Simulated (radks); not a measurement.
Valence configurations of Er II (all share [Xe]). Method: Dirac Kohn-Sham, BLYP, spin-unpolarised, spherical densities, finite nucleus; open shells fill j = l - 1/2 first; Fermi nuclear charge, rms radius 5.2516 fm; computed with a radial shooting solver on a logarithmic mesh with Libxc functionals. Energies are relative to 4f12 6s1; eigenvalues in eV.

\begin{tabular}{lrrrrrr}
valence & E (eV) & e(4f5/2) & e(4f7/2) & e(5d3/2) & e(6p1/2) & e(6s1/2) \\ \hline
4f12 6s1 & 0.000 & -10.089 & -9.006 & - & - & -9.113 \\
4f12 5d1 & 2.478 & -8.542 & -7.461 & -5.849 & - & - \\
4f13 & 2.600 & -4.313 & -3.299 & - & - & - \\
4f11.5 5d1 6s0.5 & 2.675 & -12.131 & -11.016 & -6.940 & - & -9.113 \\
4f11 6s2 & 3.197 & -18.566 & -17.414 & - & - & -10.601 \\
4f11 5d1 6s1 & 4.465 & -16.261 & -15.111 & -8.209 & - & -9.779 \\
4f11 6s1 6p1 & 7.088 & -19.728 & -18.576 & - & -7.288 & -11.240 \\
4f11 5d1 6p1 & 8.096 & -17.396 & -16.245 & -9.109 & -6.745 & - \\
4f11 6p2 & 11.098 & -20.840 & -19.687 & - & -7.767 & - \\
4f10 6s2 6p1 & 18.560 & -29.721 & -28.499 & - & -8.199 & -12.669 \\
\end{tabular}

NIST lists [Xe] 4f12 6s1 as the ground configuration; this level of theory agrees among the configurations tried. The energies are those of spherical spin-averaged densities, not of single terms.
